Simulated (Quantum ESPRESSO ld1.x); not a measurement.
All-electron atom: Lu4+ in [Kr] 4d10 4f14 5s2 5p5 (not the ground configuration). Calculated with ld1.x of Quantum ESPRESSO 7.5: Dirac Kohn-Sham, relativistic LDA (MacDonald-Vosko exchange, VWN5 correlation), spin-unpolarised, spherical densities, point nucleus; open shells are shared between the two j in proportion to 2j + 1.

Unscreened Slater integrals over Kohn-Sham orbitals (cm^-1). Large and small components are both included.

| integral | value |
|---|---|
| F0(4f7/2,4f7/2) | 288010 |
| F2(4f7/2,4f7/2) | 135470 |
| F4(4f7/2,4f7/2) | 84694 |
| F6(4f7/2,4f7/2) | 60845 |
| F0(4f7/2,4f5/2) | 290440 |
| F2(4f7/2,4f5/2) | 136710 |
| F4(4f7/2,4f5/2) | 85492 |
| G2(4f7/2,4f5/2) | 136270 |
| G4(4f7/2,4f5/2) | 85235 |
| G6(4f7/2,4f5/2) | 61244 |
| F0(4f7/2,5p3/2) | 174460 |
| F2(4f7/2,5p3/2) | 57675 |
| G2(4f7/2,5p3/2) | 28575 |
| G4(4f7/2,5p3/2) | 22320 |
| F0(4f7/2,5p1/2) | 184980 |
| G4(4f7/2,5p1/2) | 26447 |
| F0(4f7/2,5s1/2) | 199410 |
| G3(4f7/2,5s1/2) | 35848 |
| F0(4f5/2,4f5/2) | 292920 |
| F2(4f5/2,4f5/2) | 138000 |
| F4(4f5/2,4f5/2) | 86328 |
| F0(4f5/2,5p3/2) | 175000 |
| F2(4f5/2,5p3/2) | 57070 |
| G2(4f5/2,5p3/2) | 27685 |
| G4(4f5/2,5p3/2) | 21730 |
| F0(4f5/2,5p1/2) | 185610 |
| G2(4f5/2,5p1/2) | 33456 |
| F0(4f5/2,5s1/2) | 200190 |
| G3(4f5/2,5s1/2) | 35054 |
| F0(5p3/2,5p3/2) | 144360 |
| F2(5p3/2,5p3/2) | 78126 |
| F0(5p3/2,5p1/2) | 149280 |
| G2(5p3/2,5p1/2) | 79465 |
| F0(5p3/2,5s1/2) | 155490 |
| G1(5p3/2,5s1/2) | 102110 |
| F0(5p1/2,5p1/2) | 154940 |
| F0(5p1/2,5s1/2) | 162150 |
| G1(5p1/2,5s1/2) | 111720 |
| F0(5s1/2,5s1/2) | 170710 |
